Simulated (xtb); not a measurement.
W(O)2(F)(NH2) (FH2NO2W), SMILES [W]([NH2])(=[O])(=[O])[F], multiplicity 1. All values are semi-empirical tight-binding results from xtb (GFN2-xTB unless named), good for trends rather than for accurate numbers. The structure is a stationary point at GFN2-xTB. The multiplicity is an assumed one; no other spin state was optimised. The structure was generated by enumeration; whether it is a known compound was not checked. One conformer was computed; it need not be the lowest.

Optimised geometry:

```xyz
7

W      0.0489     0.0426     0.0000
O      0.9383     0.2212     1.4222
O      0.9383     0.2212    -1.4222
F     -1.4024     1.2109     0.0000
N     -0.6533    -1.8182     0.0000
H     -0.7181    -2.4326     0.8223
H     -0.7181    -2.4326    -0.8223
```
Charge 0, spin multiplicity 1.

For metal compounds this method's bond lengths and energies can be far off.

### Question
Estimate the properties. (An estimate is asked for; the answer gives what the named calculation found.)

### Answer

```yaml
point_group_as_xtb_finds_it: Cs
orbital_gap: 4.16 eV
zero_point_energy: 18.4 kcal/mol
G − E(el) at 298.15 K (modified RRHO): -1.7 kcal/mol
```

Computed atomic charges and the Wiberg bond orders between heavy atoms:
charges (e) W1 1.25, O2 -0.50, O3 -0.50, F4 -0.30, N5 -0.40, H6 0.23, H7 0.23. Bond orders W1–O2 2.11, W1–O3 2.11, W1–F4 1.00, W1–N5 1.29.
